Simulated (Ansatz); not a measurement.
One change: `[BH2][GaH][CH3]` becomes `[BH2][GaH][CH2]CF`.

Ansatz, PBE0-D4/def2-TZVP geometries, multiplicity 1. Each molecule was computed in one conformer, which needn't be the lowest.

Scalar relativity is left out up to krypton.

```csv
property,`[BH2][GaH][CH3]`
HOMO energy (PBE0/def2-TZVPP) / eV,-7.28
LUMO energy (PBE0/def2-TZVPP) / eV,-2.11
size of the dipole moment (B3LYP/def2-TZVPP) / D,0.61
HOMO energy (PBE/def2-TZVPP) / eV,-6.14
size of the dipole moment (ωB97M-V/def2-TZVPP) / D,0.58
HOMO–LUMO gap (PBE0/def2-TZVPP) / eV,5.18
```

Task: Give the same properties after the change, and the shifts. (Best estimate.)

Result: The calculation gave: 
| property | `[BH2][GaH][CH2]CF` | shift |
| --- | --- | --- |
| HOMO energy (PBE0/def2-TZVPP) / eV | -7.21 | 0.07 |
| LUMO energy (PBE0/def2-TZVPP) / eV | -2.05 | 0.06 |
| size of the dipole moment (B3LYP/def2-TZVPP) / D | 1.94 | 1.33 |
| HOMO energy (PBE/def2-TZVPP) / eV | -6.07 | 0.07 |
| size of the dipole moment (ωB97M-V/def2-TZVPP) / D | 1.87 | 1.29 |
| HOMO–LUMO gap (PBE0/def2-TZVPP) / eV | 5.16 | -0.02 |

Dipoles are sizes alone; their direction can turn.

B3LYP here is the variant with VWN-RPA as its local correlation; programs differ in this.
